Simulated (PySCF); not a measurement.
C3H7Si, SMILES C1C[SiH]C1 (connectivity only; charge and spin as stated), charge +1, multiplicity 1.

Geometry: r2SCAN-D4/def2-SVP. A frequency run showed that this geometry is not a minimum. The multiplicity is an assumed one; no other spin state was optimised. The isomer is the one that the SMILES or the coordinates give; other isomers of the formula were not compared.

Method: PySCF 2.14.0 with TDA-M06-2X/def2-SVPD.

Vertical excitations. Gas-phase values at a fixed geometry. State labels are in the subgroup Cs.

### Question
Give excitation energies, oscillator strengths and character. (The exact figures need the calculation; the answer reports its results.)

### Answer

```csv
state,symmetry,energy (eV),λ (nm),f,main pairs
S1,A',4.21,295,0.002,HOMO→LUMO 98 %
S2,A",4.49,276,0.000,HOMO−1→LUMO 97 %
S3,A',5.94,209,0.007,HOMO−2→LUMO 97 %
S4,A",5.99,207,0.000,HOMO−3→LUMO 97 %
S5,A",7.40,168,0.041,HOMO−4→LUMO 86 %
S6,A",7.69,161,0.021,HOMO→LUMO+2 90 %
S7,A",8.11,153,0.074,HOMO−1→LUMO+1 87 %
S8,A',8.12,153,0.065,"HOMO→LUMO+1 75 %, HOMO−1→LUMO+2 21 %"
S9,A',8.59,144,0.005,"HOMO−5→LUMO 80 %, HOMO−2→LUMO+1 17 %"
S10,A',8.77,141,0.112,"HOMO−1→LUMO+2 65 %, HOMO→LUMO+1 13 %"
T1,A',3.80,326,0,HOMO→LUMO 98 %
T2,A",4.05,306,0,HOMO−1→LUMO 97 %
T3,A',5.46,227,0,HOMO−2→LUMO 96 %
T4,A",5.90,210,0,HOMO−3→LUMO 97 %
```
Triplets are in the Tamm–Dancoff approximation.
